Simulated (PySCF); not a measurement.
# How methods differ on the excitation energy of Cd⁺

Cd⁺ [Kr] 4d10 5s1 (2S) → Cd⁺ [Kr] 4d9 5s2 (2D), as a difference of total energies. Calculation: PySCF 2.14, in def2-QZVPPD with the def2 core potential (28 electrons) (7s5p4d4f2g, 88 functions); a scalar-relativistic core potential. Correlated levels: valence: 4s2 4p6 frozen. The calculations carry no spin-orbit coupling.

| method | excitation energy (eV) | error (eV) |
| --- | --- | --- |
| UHF | 8.876 | +0.010 |
| MP2 (valence) | 9.239 | +0.373 |
| SCS-MP2 (valence) | 9.050 | +0.184 |
| CCSD (valence) | 9.032 | +0.166 |
| CCSD(T) (valence) | 9.019 | +0.153 |

Reference: 8.866 eV (measured; NIST levels, between the centres of gravity of the two terms).

Errors of the correlated levels include the incompleteness of this basis and the frozen core.
